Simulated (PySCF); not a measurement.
C2H8GeO, SMILES [CH3][GeH]([CH3])[OH].

Geometry optimised at PBE0-D3(BJ)/def2-SVP. The structure was generated by enumeration, and PubChem lists no compound with its InChIKey, so it may never have been made. The values are those of a single conformer.

The numbers are results of TDDFT-PBE/def2-SVPD in PySCF 2.14.0, not measurements.

Vertical excitations. Isolated molecule, no solvent. State labels are in the subgroup Cs.

```json
[
 {"state": "S1", "symmetry": "A\"", "energy (eV)": "6.08", "λ (nm)": "204", "f": "0.041", "main pairs": "HOMO→LUMO 99 %"},
 {"state": "S2", "symmetry": "A\"", "energy (eV)": "6.65", "λ (nm)": "186", "f": "0.004", "main pairs": "HOMO→LUMO+1 99 %"},
 {"state": "S3", "symmetry": "A'", "energy (eV)": "6.86", "λ (nm)": "181", "f": "0.012", "main pairs": "HOMO−1→LUMO 93 %"},
 {"state": "S4", "symmetry": "A'", "energy (eV)": "7.11", "λ (nm)": "174", "f": "0.024", "main pairs": "HOMO→LUMO+2 92 %"},
 {"state": "S5", "symmetry": "A\"", "energy (eV)": "7.28", "λ (nm)": "170", "f": "0.019", "main pairs": "HOMO→LUMO+3 98 %"},
 {"state": "S6", "symmetry": "A'", "energy (eV)": "7.48", "λ (nm)": "166", "f": "0.005", "main pairs": "HOMO−1→LUMO+1 98 %"},
 {"state": "S7", "symmetry": "A\"", "energy (eV)": "7.54", "λ (nm)": "165", "f": "0.000", "main pairs": "HOMO−2→LUMO 99 %"},
 {"state": "S8", "symmetry": "A\"", "energy (eV)": "7.83", "λ (nm)": "158", "f": "0.024", "main pairs": "HOMO−1→LUMO+2 87 %"},
 {"state": "S9", "symmetry": "A'", "energy (eV)": "7.83", "λ (nm)": "158", "f": "0.048", "main pairs": "HOMO−3→LUMO 93 %"},
 {"state": "S10", "symmetry": "A\"", "energy (eV)": "7.89", "λ (nm)": "157", "f": "0.048", "main pairs": "HOMO→LUMO+4 86 %"},
 {"state": "T1", "symmetry": "A\"", "energy (eV)": "5.84", "λ (nm)": "212", "f": "0", "main pairs": "HOMO→LUMO 99 %"},
 {"state": "T2", "symmetry": "A\"", "energy (eV)": "6.50", "λ (nm)": "191", "f": "0", "main pairs": "HOMO→LUMO+1 99 %"},
 {"state": "T3", "symmetry": "A'", "energy (eV)": "6.65", "λ (nm)": "186", "f": "0", "main pairs": "HOMO−1→LUMO 97 %"},
 {"state": "T4", "symmetry": "A'", "energy (eV)": "6.88", "λ (nm)": "180", "f": "0", "main pairs": "HOMO→LUMO+2 98 %"}
]
```
Triplets are in the Tamm–Dancoff approximation, which puts them higher than full response would, so one can lie above its singlet here.
